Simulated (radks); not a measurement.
Task: Pm+, configuration [Xe] 4f5 5d0.5 6s0.5 (fractional occupations, a model configuration). All-electron calculation, Dirac Kohn-Sham, BLYP, spin-unpolarised, spherical densities, point nucleus; open shells fill j = l - 1/2 first. Program: a radial shooting solver on a logarithmic mesh with Libxc functionals. Some entries of the table are withheld. Estimate them.

orbital  occ.  eigenvalue (eV)  <r^2> (bohr^2)  <1/r> (bohr^-1)
1s1/2       2        -44991.48       0.0007315            67.44
2s1/2       2        -7315.444         0.01150            15.99
2p1/2       2        -6927.869        0.008388            15.97
2p3/2       4        -6367.391        0.009635            14.30
3s1/2       2        -1598.513         0.07747            5.803
3p1/2       2        -1432.396         0.07256            5.718
3p3/2       4        -1319.720         0.07984            5.296
3d3/2       4        -1031.028         0.06448            5.169
3d5/2       6        -1006.607         0.06653            5.063
4s1/2       2        -321.4125          0.3970              (1)
4p1/2       2        -258.2470          0.4210            2.309
4p3/2       4        -233.6297          0.4614            2.168
4d3/2       4        -129.7839          0.5413              (2)
4d5/2       6        -125.4115          0.5576              (3)
5s1/2       2         -46.6540           2.344           0.9222
5p1/2       2         -29.8338           3.038           0.8061
5p3/2       4         -26.5740           3.409           0.7547
6s1/2     0.5          -7.9481           18.07           0.3138
4f5/2       5          -7.1585           1.576            1.306
5d3/2     0.5          -6.6958           10.28           0.4465
4f7/2       0          -6.6922           1.657            1.287
5d5/2       0          -6.4961           10.78           0.4353

Result: 
(1) 4s1/2 <1/r> (bohr^-1): 2.415
(2) 4d3/2 <1/r> (bohr^-1): 1.947
(3) 4d5/2 <1/r> (bohr^-1): 1.912
